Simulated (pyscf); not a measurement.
**H₃C–CH•–SiH₃ (SMILES C[CH][SiH3]), doublet**

Gas-phase minimum from PySCF at ωB97X-D3(BJ)/def2-SVP, one conformer. H₃C–CH•–SiH₃ lies 17.7 kcal/mol over its isomer H₃C–SiH•–CH₃ (electronic energy, ωB97M-D3(BJ)). 

SMILES: C[CH][SiH3]
```xyz
10

C     -1.6596    -1.3728    -1.9104
C     -0.3848    -0.6743    -1.5555
Si    -0.1935     0.4413    -0.0875
H     -1.5204    -2.4698    -1.9440
H     -2.0106    -1.0795    -2.9179
H     -2.4746    -1.1618    -1.1996
H      0.4663    -0.8515    -2.2257
H      1.2007     0.9669    -0.0098
H     -0.5082    -0.2868     1.1829
H     -1.1420     1.5979    -0.1645
```
Charge 0, spin multiplicity 2.

Bonds (Å): C1–C2 1.496, C1–H4 1.106, C1–H5 1.106, C1–H6 1.102, C2–Si3 1.854, C2–H7 1.098, Si3–H8 1.492, Si3–H9 1.498, Si3–H10 1.498. Bond angles (°): C2–C1–H4 111.3, C2–C1–H5 111.2, C2–C1–H6 112.8, H4–C1–H5 106.0, H4–C1–H6 107.6, H5–C1–H6 107.6, C1–C2–Si3 123.8, C1–C2–H7 116.1, Si3–C2–H7 120.0, C2–Si3–H8 110.5, C2–Si3–H9 110.9, C2–Si3–H10 111.0, H8–Si3–H9 108.9, H8–Si3–H10 108.8 (the first ones only).

Properties at ωB97X-D3(BJ)/def2-SVP:

| Quantity | Value |
|---|---|
| Harmonic wavenumbers, unscaled | 14, 95, 236, 473, 632, 646, 726, 947, 953, 963, 971, 990, 1140, 1307, 1388, 1457, 1473, 2214, 2227, 2257, 3026, 3094, 3142, 3185 cm⁻¹ |
| Zero-point energy | 48.0 kcal/mol |
| Rotational symmetry number | 1 |
| Entropy of this conformer at 298 K and 1 atm, rigid rotor and harmonic oscillator, modes under 100 cm⁻¹ raised to 100 | 311.8 J/(mol K) |
| Dipole moment | 1.06 D |
| Spin expectation value S2 | 0.754 |

Single-point totals, which compare only within one level (frozen core for MP2 and CC):

| level | total energy (hartree) |
|---|---|
| ωB97X-D3(BJ)/def2-TZVP | -369.96623 |
| PBE/def2-TZVP | -369.61550 |
| r²SCAN/def2-TZVP | -369.81207 |
| B3LYP-D3(BJ)/def2-TZVP | -369.93246 |
| PBE0-D3(BJ)/def2-TZVP | -369.66958 |
| M06-2X/def2-TZVP | -369.81622 |
| ωB97M-D3(BJ)/def2-TZVP | -369.94710 |
| UHF/def2-TZVPP | -368.74101 |
| MP2/def2-TZVPP | -369.19184 |
| CCSD/def2-TZVPP | -369.24366 |
| CCSD(T)/def2-TZVPP | -369.26105 |

The lowest mode is so soft that the shape along it may change with the basis. Soft torsions are taken as harmonic, which can shift the entropy by several J/(mol K). The CCSD(T) − MP2 part came from Ansatz, without density fitting, on the same reference.
